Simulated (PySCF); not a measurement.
# Orbital picture of WI

TPSSh at R = 2.626 Å; W def2-TZVPP with ECP60, I def2-TZVPP with ECP28; scalar-relativistic core potentials (PySCF 2.14). State: ⁶Σ⁺ (sextet), unpaired electrons σ ↑, π ↑↑, δ ↑↑. Only the outer orbitals are listed, counted within each symmetry, core potentials removing the inner ones.

```json
{"spin": "α", "orbital": "7σ", "occ.": "1", "ε (eV)": "-8.59", "on W (%)": "31", "main shells (%)": "66 I p, 20 W s, 10 W d"}
{"spin": "α", "orbital": "4π", "occ.": "1", "ε (eV)": "-7.44", "on W (%)": "31", "main shells (%)": "69 I p, 30 W d"}
{"spin": "α", "orbital": "4π", "occ.": "1", "ε (eV)": "-7.44", "on W (%)": "31", "main shells (%)": "69 I p, 30 W d"}
{"spin": "α", "orbital": "8σ", "occ.": "1", "ε (eV)": "-6.11", "on W (%)": "98", "main shells (%)": "59 W s, 37 W d"}
{"spin": "α", "orbital": "2δ", "occ.": "1", "ε (eV)": "-5.57", "on W (%)": "100", "main shells (%)": "100 W d"}
{"spin": "α", "orbital": "2δ", "occ.": "1", "ε (eV)": "-5.57", "on W (%)": "100", "main shells (%)": "100 W d"}
{"spin": "α", "orbital": "5π", "occ.": "1", "ε (eV)": "-5.26", "on W (%)": "71", "main shells (%)": "68 W d, 28 I p"}
{"spin": "α", "orbital": "5π", "occ.": "1", "ε (eV)": "-5.26", "on W (%)": "71", "main shells (%)": "68 W d, 28 I p"}
{"spin": "α", "orbital": "9σ", "occ.": "0", "ε (eV)": "-3.17", "on W (%)": "81", "main shells (%)": "42 W d, 25 W p, 18 I p"}
{"spin": "α", "orbital": "6π", "occ.": "0", "ε (eV)": "-0.98", "on W (%)": "95", "main shells (%)": "94 W p"}
{"spin": "α", "orbital": "6π", "occ.": "0", "ε (eV)": "-0.98", "on W (%)": "95", "main shells (%)": "94 W p"}
{"spin": "β", "orbital": "7σ", "occ.": "1", "ε (eV)": "-8.21", "on W (%)": "18", "main shells (%)": "80 I p, 9 W s, 8 W d"}
{"spin": "β", "orbital": "4π", "occ.": "1", "ε (eV)": "-6.96", "on W (%)": "7", "main shells (%)": "92 I p"}
{"spin": "β", "orbital": "4π", "occ.": "1", "ε (eV)": "-6.96", "on W (%)": "7", "main shells (%)": "92 I p"}
{"spin": "β", "orbital": "8σ", "occ.": "0", "ε (eV)": "-3.13", "on W (%)": "99", "main shells (%)": "82 W s, 11 W d"}
{"spin": "β", "orbital": "9σ", "occ.": "0", "ε (eV)": "-1.67", "on W (%)": "88", "main shells (%)": "64 W d, 22 W p, 9 I p"}
{"spin": "β", "orbital": "5π", "occ.": "0", "ε (eV)": "-1.63", "on W (%)": "92", "main shells (%)": "89 W d"}
```

Problem. Which are the highest filled and the lowest empty level, where do they sit, and how wide is the gap?

Solution. Highest filled α 5π at -5.26 eV (in %: 68 W d, 28 I p); lowest empty α 9σ at -3.17 eV (in %: 42 W d, 25 W p, 18 I p); the gap at TPSSh is 2.09 eV.

```
bond order (Mayer)                             : 1.22
⟨S²⟩                                           : 8.768
charge on W (Mulliken, basis-dependent)        : 0.29
charge on W (Löwdin, basis-dependent)          : -0.12
dipole moment (positive dipole means W(−)I(+)) : -3.24 D
```

Spin–orbit coupling is left out. With d or f electrons several states lie close, and the lowest PBE0 determinant need not be the measured ground state.
